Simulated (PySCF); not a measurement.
**B: excitation energy**

B [He] 2s2 2p1 (2P) → B [He] 2s2 3s1 (2S), as a difference of total energies. All numbers are calculated (PySCF 2.14, the non-relativistic Hamiltonian (point nucleus), in dyall-acv3z (15s9p4d2f, 76 functions)). Correlated levels: valence and next inner shell: nothing frozen; virtual orbitals above 40 to 60 times the deepest correlated orbital energy dropped. The calculations carry no spin-orbit coupling.

```
                                method  excitation energy (cm⁻¹)
                                   UHF                     40165
    MP2 (valence and next inner shell)                     40826
SCS-MP2 (valence and next inner shell)                     40628
   CCSD (valence and next inner shell)                     39810
CCSD(T) (valence and next inner shell)                     39889
```

Errors of the correlated levels include the incompleteness of this basis.

For comparison: 40030 cm⁻¹ (measured; NIST levels, between the centres of gravity of the two terms).
